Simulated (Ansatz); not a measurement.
Cartesian coordinates in Å:
```
B 0.8057 -1.3595 0.8943
C 0.3074 -0.2490 0.0162
C -0.6230 0.6578 -0.2165
S -2.0579 1.4624 0.1405
C 0.4728 0.6368 -1.2057
H 0.1652 -1.6664 1.8588
H 1.8230 -1.9362 0.6469
H -2.3676 0.7741 1.2568
H 1.2025 1.4461 -1.1932
H 0.2719 0.2338 -2.1981
```

Charge 0, multiplicity 1.

Q: List the r2SCAN/def2-TZVPP orbital energies in eV (the Gaussian-basis code of Ansatz). (An estimate is asked.)

A: Ansatz gave: Occupied: -2410.55, -274.94, -273.73, -273.18, -214.94, -180.02, -159.03, -158.92, -158.82, -23.58, -20.66, -15.79, -14.45, -13.28, -11.71, -10.95, -10.16, -9.12, -8.45, -7.83, -7.27, -6.18. Lowest empty: -2.81, -0.65, 0.58, 0.82, 1.75, 2.20, 2.56, 3.31.
